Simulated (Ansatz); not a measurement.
Basis-set extrapolation for C2H7BClNSi (`BN(C=C)[SiH2]Cl`) (PBE0-D4/def2-TZVP geometry, frozen core, Ansatz 0.2.0). Multiplicity 1, RHF reference.

|  | def2-TZVPP | def2-QZVPP |
| --- | --- | --- |
| HF | -907.546620 | -907.576041 |
| MP2 correlation | -0.942172 | -1.012779 |
| CCSD(T) correlation | -1.046409 | not run |

Energies in hartree. Use E(X) = E(∞) + A·exp(−7.88·√X) for Hartree–Fock and E(X) = E(∞) + B·X^(−2.97) for correlation, with X = 3 and 4, and add CCSD(T) minus MP2 of the smaller set to the MP2 limit.

**Question.** What is the CCSD(T) energy at the basis-set limit?

**Answer.** HF limit: -907.576041 + (-0.029421) × 0.13774 = -907.58009. MP2 limit: -1.012779 + (-0.070607) × 0.74074 = -1.06508. Higher-order term: -1.046409 − (-0.942172) = -0.10424. Total: -908.74941 hartree, 410.6 kJ/mol below CCSD(T)/def2-TZVPP.
